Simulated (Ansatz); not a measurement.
Cost and result for the atomization energy of CH$_{5}$Al$_{2}$N (9 atoms, 9 bonds).

Cartesian coordinates in Å:
```
Al 0.689 0.275 1.397
C 0.798 -0.057 -0.657
N -0.377 -0.218 -1.181
Al -1.641 -0.056 0.311
H 1.136 1.769 1.745
H 1.316 -0.957 2.198
H 1.645 -0.117 -1.355
H -0.442 -0.387 -2.184
H -3.125 -0.252 -0.273
```

The species carries charge 0 and has multiplicity 1. The bonds changed during the relaxation, so this is another structure than the one it started from. The structure was optimised at the PBE0-D4/def2-TZVP level. Program: Ansatz. All runs use 2 threads of an Arm Neoverse V1 on a shared host. Times are those of one run each, without the atoms' runs, and a repeat can differ threefold. Electronic energies, without spin–orbit coupling; frozen cores. CCSD(T)/CBS adds CCSD(T) − MP2 in def2-TZVPP to the MP2 limit, and its time is that of the two runs behind it. T1 = 0.015. B3LYP takes the VWN-RPA correlation (the form of Gaussian; ORCA's B3LYP/G).

CCSD(T)/CBS is a level of theory with its own doubt, some kJ/mol a heavy atom from the limit and from the frozen cores, so smaller differences don't rank the functionals.

```
                            level  functions  wall time  atomization (kJ/mol)  difference from CCSD(T)/CBS  per bond
           LDA (SPW92)/def2-TZVPP        216      1.6 s                3135.6                        367.6      40.8
                 CCSD(T)/def2-SVP         89      2.5 s                2606.4                       -161.6     -18.0
             revPBE-D4/def2-TZVPP        216      2.7 s                2740.6                        -27.4      -3.0
               PBE0-D4/def2-TZVPP        216      3.9 s                2754.2                        -13.8      -1.5
B3LYP-D4/def2-TZVPP (with forces)        216        6 s                2767.1                         -0.9      -0.1
            r2SCANh-D4/def2-TZVPP        216        7 s                2746.5                        -21.5      -2.4
                B2PLYP/def2-TZVPP        216        7 s                2727.0                        -41.0      -4.6
              PBE-QIDH/def2-TZVPP        216      7.5 s                2728.8                        -39.2      -4.3
                B97M-V/def2-TZVPP        216       13 s                2814.5                         46.5       5.2
 ωB97M-V/def2-TZVPP (with forces)        216       17 s                2777.1                          9.1       1.0
                   MP2/def2-QZVPP        404       23 s                2748.0                        -20.0      -2.2
               CCSD(T)/def2-TZVPP        216       61 s                2687.5                        -80.5      -8.9
                CCSD(T)/CBS(def2)          –       84 s                2768.0                          0.0       0.0
```

At CCSD(T), def2-SVP lies −161.6 kJ/mol from the extrapolated value and def2-TZVPP −80.5 kJ/mol: correlation converges slowly with the basis, and small sets miss more of it in the bonded molecule than in its fragments. From PBE to PBE0 (25 % exact exchange), in def2-TZVPP and without D4, the atomization energy moves by −45.3 kJ/mol: exact exchange takes away binding that semilocal exchange gives to molecules. Leaving LDA and LC-ωPBE aside and taking each functional with its dispersion term where it has one, the values, not all of them listed here, spread over 121.7 kJ/mol, from BHLYP-D4 to B97M-V. LDA lies +351.4 kJ/mol from PBE without D4, its usual overbinding.
